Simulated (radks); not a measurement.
Coulomb parameter of the 5d shell of the mercury ion Hg+ in the model configuration [Xe] 4f14 5d9.5 6s1.5, as a second difference U = [E(n + 0.5) + E(n - 0.5) - 2 E(n)] / (0.5)^2 with all orbitals relaxed. "Bare": the charge of the atom changes with n. "Screened": the 6s shell takes up the change at fixed total charge, which measures U(5d,5d) + U(6s,6s) - 2 U(5d,6s). Calculated with a radial shooting solver on a logarithmic mesh with Libxc functionals: Dirac Kohn-Sham, LDA (Slater exchange, Perdew-Wang correlation), spin-unpolarised, spherical densities, point nucleus; open shells are shared between the two j in proportion to 2j + 1.

case,configuration,E - E(n) (eV)
start,[Xe] 4f14 5d9.5 6s1.5,0.000
bare +0.5,[Xe] 4f14 5d10 6s1.5,-8.702
bare -0.5,[Xe] 4f14 5d9 6s1.5,11.752
screened +0.5,[Xe] 4f14 5d10 6s1,-2.178
screened -0.5,[Xe] 4f14 5d9 6s2,2.529

U(bare) = 12.201 eV, U(screened by 6s) = 1.403 eV.
